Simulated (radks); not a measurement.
The numbers below are computed, except where a source is named.
Ionisation of neutral germanium, [Ar] 3d10 4s2 4p2, to Ge+, [Ar] 3d10 4s2 4p1, under several functionals. Non-relativistic Kohn-Sham, spin-unpolarised, spherical densities, point nucleus; a radial shooting solver on a logarithmic mesh with Libxc functionals.

functional                                      E(Ge) (hartree)  Exc (hartree)  IE (eV)  -e(HOMO) (eV)  <r> HOMO (bohr)  IE error (eV)
RPBE                                                -2076.84962      -78.84191    7.427          3.898            2.916         -0.472
AM05                                                -2073.94715      -75.89083    7.441          3.890            2.890         -0.458
LDA (Slater exchange, Perdew-Wang correlation)      -2073.79429      -75.73222    7.659          4.079            2.883         -0.241
PBE                                                 -2076.63286      -78.62015    7.477          3.932            2.902         -0.422
SOGGA                                               -2074.89949      -76.85781    7.390          3.848            2.892         -0.509
revTPSS                                             -2076.36719      -78.34178    7.471          3.938            2.879         -0.428
PW91                                                -2077.09970      -79.09818    7.535          3.977            2.898         -0.365
BP86                                                -2077.21642      -79.21283    7.620          4.062            2.887         -0.279
Wu-Cohen GGA                                        -2076.16062      -78.14345    7.496          3.930            2.876         -0.403
B86b exchange with PBE correlation                  -2077.01754      -79.01222    7.498          3.948            2.896         -0.401
exchange-only B88                                   -2075.49444      -77.45323    6.737          3.243            2.978         -1.162
XLYP                                                -2077.32722      -79.31924    7.417          3.847            2.926         -0.483

NIST Atomic Spectra Database: 7.899 eV (measured). Closest: LDA (Slater exchange, Perdew-Wang correlation). The Delta-SCF values span 0.92 eV, the total energies 3.53 hartree. The highest occupied level is 4p. Spin polarisation and multiplet splitting are left out, so open shells lie too high by an amount that depends on their filling.

Beside tabulated values, note that spin-unpolarised runs miss the spin-polarisation part of the exchange energy of open shells.
